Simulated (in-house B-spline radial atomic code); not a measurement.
RPA and G0W0 on BLYP: Ba II (Ba+)

Configuration [Xe] 6s1, highest spin, mean-field start BLYP. Computed with an all-electron radial atomic-structure program (B-spline basis): all electrons, scalar-relativistic (spin-free one-electron X2C), finite nucleus, each spin shell either full or empty, empty states to l = 9 with an (l + 1/2)⁻⁴ tail; G0W0 by contour deformation at full frequency.

RPA overbinds a lone outer s electron by self-correlation, and G0W0 tends to as well.

Command:
```bash
python run_gw.py task.json out
```
Settings (radii: box in bohr, nucleus in fm):
```
Z                        56
electrons                55
configuration            [Xe] 6s1
hamiltonian              x2c
method                   b88,lyp
lmax                     9
rms_radius               4.8378
spin_polarised           True
box_radius               23.78
intervals                70
ion_configuration        [Kr] 4d10 5s2 5p6
```

Time taken, with all properties: 10 s on 1 thread of Arm Neoverse V1, on a shared host.

Energies (hartree):

| term | value |
| --- | --- |
| mean-field total | -8134.92275 |
| Hartree-Fock functional on these orbitals | -8131.48083 |
| direct second order | -5.0633 |
| second-order exchange | 1.3818 |
| SOSEX correction | 1.2748 |

Problem. What is the RPA correlation energy, and what remains with SOSEX?

Solution. RPA gives -4.3888 hartree (-2.17 eV per electron); RPA + SOSEX gives -3.114, and the second-order doubles -3.6815 hartree (no singles). RPA lacks exchange-type terms and so overcorrelates at short range.

Quasi-particle levels (eV):

```csv
level,occupied,mean field,Σx - vxc,Σc,QP weight,G0W0
6s up,yes,-7.785,-1.56,?,?,?
```

G0W0 = mean field + (Σx - vxc) + Σc, with Σc (partial-wave tail included) taken at the quasi-particle energy. Only the outer levels were computed. Levels of low weight are left out.

Problem. Where does G0W0 put 6s up?

Solution. At -10.458 eV, with Σc = -1.11 eV and a quasi-particle weight of 0.879. The tabulated removal energy is 10.004 eV (NIST, measured); the calculation leaves out spin-orbit coupling, Breit and QED terms, and what these don't explain is the method's own error.

Problem. What does it cost to remove one electron (to [Kr] 4d10 5s2 5p6) by differences of total energies, each species on its own start (correlation terms add to the Hartree-Fock functional)?

Solution. BLYP 10.161 eV, Hartree-Fock functional 9.321 eV, + RPA 10.573 eV, + RPA + SOSEX 9.929 eV, + second order 10.535 eV. Tabulated: 10.004 eV (NIST, measured); the calculation leaves out spin-orbit coupling, Breit and QED terms, and what these don't explain is the method's own error.
